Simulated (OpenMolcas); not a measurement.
**How basis sets differ on GaNH2ClF (SMILES [NH2][Ga]([F])[Cl])**

The species is GaNH2ClF (6 atoms), meant as a singlet with charge 0. As SMILES, `[NH2][Ga]([F])[Cl]`. The shape is that of a PBE0-D4/def2-TZVP optimisation.

```xyz
6

N     0.0000    0.0000    0.0000
Ga    0.0000    0.0000    1.7905
F     1.5240    0.0000    2.6368
Cl   -1.7527   -0.0798    2.9751
H     0.8385    0.1649   -0.5298
H    -0.8400    0.1319   -0.5355
```

Each level gives the HOMO–LUMO gap (eV). The values are calculated.

```json
{"level": "HF/ANO-RCC-MB (DKH2)", "kind": "Hartree–Fock", "program": "OpenMolcas", "value (eV)": "14.64", "CPU time": "7.7 s"}
{"level": "HF/STO-3G", "kind": "Hartree–Fock", "program": "OpenMolcas", "value (eV)": "14.42", "CPU time": "2.6 s"}
{"level": "HF/3-21G", "kind": "Hartree–Fock", "program": "OpenMolcas", "value (eV)": "13.74", "CPU time": "3.2 s"}
{"level": "HF/6-31G* (spherical functions)", "kind": "Hartree–Fock", "program": "OpenMolcas", "value (eV)": "13.61", "CPU time": "11 s"}
```

All-electron rows without a relativistic Hamiltonian named are non-relativistic. The values span 13.61 to 14.64 eV. A Hartree–Fock LUMO above zero doesn't converge with the basis: it sinks as sets grow more diffuse. Orbital gaps aren't excitation energies. Times are those of the runs behind each value, whatever else they computed, on shared processors of several kinds: orders of magnitude only.
